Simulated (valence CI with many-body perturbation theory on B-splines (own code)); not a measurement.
Results of a calculation; reference values are marked as such.
**Sensitivity of CI+MBPT for Se XXIX**

Level of theory: relativistic CI+MBPT: four valence electrons over a frozen Dirac-Fock core [He], radial functions for each j: 6 s, 6 p, 5 d, 3 f, 1 g, with the one-electron correlation potential Σ1, the two-electron term Σ2, the three-electron term Σ3, Breit, model QED; selected CI, second order for the rest, scaled by the run's own slope (own B-spline code, finite nucleus).

The last digits are not significant, and no measured levels were compared; by estimate large intervals hold to a few tenths of a per cent, small ones and those within an open d or f shell to about a per cent.

The reference run has the lowest level (2s^2 2p1/2^2) J=0 and an ionisation energy of 3150.85 eV. Its largest variational space holds 11506 state functions.

Levels are named by their leading jj configuration (3d3/2^4 stands for four electrons in 3d with j = 3/2), which in mixed levels can hold well under half, so a name can repeat and another be missing. Letters in brackets count levels of one name in rising energy.

Changed runs:
A. averaging of valence orbitals over low configurations on → off; scale of Σ1 1 → 0; scale of Σ2 1 → 0; three-electron term on → off
B. scale of Σ1 1 → 0; scale of Σ2 1 → 0; three-electron term on → off
C. size limit of the variational space 10000 → 1500; second order for the rest on → off; scale of Σ1 1 → 0
D. cutoff of virtual states (hartree) 2312 → 56.89 (bad on purpose)

Excitation energies of the reference run in cm⁻¹, and shifts in cm⁻¹:

```tsv
Level	Reference	A	B	C	D
(2s^2 2p1/2 2p3/2) J=1	298574	-117	-109	+2866	-767
(2s^2 2p1/2 2p3/2) J=2	373910	-147	-146	+2863	-159
(2s^2 2p3/2^2) J=2	729298	-374	-380	+2600	-490
(2s^2 2p3/2^2) J=0	908676	-742	-778	-460	+165
(2s 2p1/2^2 2p3/2) J=2	996754	+1768	+1742	+2951	-379
(2s 2p1/2^2 2p3/2) J=1	1342870	+2886	+2828	+3323	+2686
(2s 2p1/2 2p3/2^2) J=2 [a]	1413520	+2301	+2247	+3785	+1749
(2s 2p1/2 2p3/2^2) J=3	1519850	+2337	+2288	+3759	+1822
(2s 2p1/2 2p3/2^2) J=0	1677980	+2125	+2056	+1227	+2351
(2s 2p1/2 2p3/2^2) J=1 [a]	1714520	+2773	+2715	+3026	+2238
(2s 2p1/2 2p3/2^2) J=2 [b]	1771020	+3055	+3001	+4399	+2520
(2s 2p1/2 2p3/2^2) J=1 [b]	1873690	+5073	+5030	+3558	+3160
Ionisation energy (eV)	3150.85	-0.23	-0.22	-0.36	-0.97
```
